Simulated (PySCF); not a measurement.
Al(H)2(OH)(py), C5H8AlNO, singlet, GFN2-xTB optimised geometry. Atoms within 1.6 Å of the plane z = 1.5 Å (x, y, z in Å): Al1 (-0.19, -0.04, 0.00), H2 (1.37, -0.04, 0.00), H3 (-0.91, -1.22, 0.73), O4 (-0.95, 1.42, 0.00), H5 (-1.37, 2.27, 0.09).

Computed with PBE0/def2-TZVP (PySCF).

Map of the electron localisation function on the plane z = 1.5 Å:

```
|                             |
|                             |
|                             |
|                             |
|                             |
|                             |
|                             |
|            ..               |
|          ..::.              |
|        ..:--:.              |
|        .:---:.              |
|        ..:::.    :-:        |
|                 :+**-       |
|                .=#%%+.      |
|          .:::. .=#%%*.      |
|        -*%%%#-..:+##+.      |
|      .+%@@@@@*: .-++-       |
|      :%@@@@@@%-  ..:.       |
|      -@@@@@@@@=             |
|      :%@@@@@@@=             |
|      .*@@@@@@@=             |
|       :#@@@@@#:             |
|        :*%@%#-              |
|          :-:.               |
|                             |
|                             |
|                             |
|                             |
|                             |
```
Scale: ten equal steps from 0.000 (start of ' ') to 1.000 (end of '@'), in the order ' .:-=+*#%@'; x runs from -4.50 to 4.50, y from -4.50 (bottom) to 4.50 (top).
